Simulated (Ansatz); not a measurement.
Total energies of BCl$_{3}$H$_{2}$Se (`Cl[B-](Cl)(Cl)[SeH2+]`).

```xyz
7

Cl   -1.620    0.030    1.596
B    -0.761    0.513    0.092
Cl   -1.363   -0.242   -1.420
Cl   -0.316    2.251   -0.032
Se    1.310   -0.434    0.460
H     0.923   -1.830    0.212
H     1.826   -0.287   -0.909
```

Total charge 0; spin multiplicity 1. Correlated methods include outer-core shells of Se, which these sets cover unevenly. Scalar relativity is left out up to krypton. All single points use the PBE0-D4/def2-TZVP geometry. It is one conformer, not always the lowest. Basis def2-TZVPP, the Gaussian-basis code of Ansatz.

RPA on PBE orbitals: Hartree–Fock energy of these orbitals -3804.27006 Eh, correlation -1.55148 Eh (frozen core).

| functional | energy without D4 (Eh) | D4 term (kJ/mol) |
| --- | --- | --- |
| LDA (SPW92) | -3800.20829 | – |
| revPBE | -3807.90647 | -74.7 |
| PBE0 | -3807.59714 | -24.4 |
| B3LYP | -3808.44592 | -47.4 |
| r2SCAN0 | -3808.23364 | -7.8 |
| CAM-B3LYP | -3808.51007 | -25.4 |
| LC-ωPBE | -3807.64250 | – |
| ωB97X-V | -3807.93787 | – |
| ωB97M-V | -3808.15439 | – |
| B2PLYP | -3807.57177 | – |

Give the same for PBE, BLYP, r2SCAN, B97M-V, r2SCANh, HSE06 (plane-wave form), BHLYP, PBE-QIDH. (Best estimate.)

Computed: 
```
             functional  energy without D4 (Eh)  D4 term (kJ/mol)
                    PBE             -3807.40380             -28.6
                   BLYP             -3808.37176             -62.4
                 r2SCAN             -3808.25296              -6.3
                 B97M-V             -3807.58677                 –
                r2SCANh             -3808.24468              -7.0
HSE06 (plane-wave form)             -3807.57539             -23.0
                  BHLYP             -3808.33423             -40.2
               PBE-QIDH             -3807.02960                 –
```

B3LYP takes the VWN-RPA correlation (the form of Gaussian; ORCA's B3LYP/G). HSE06 is the plane-wave form, built on full-range PBE exchange. The double hybrids freeze the cores in their second-order part.

LC-ωPBE has ω = 0.4 bohr⁻¹.
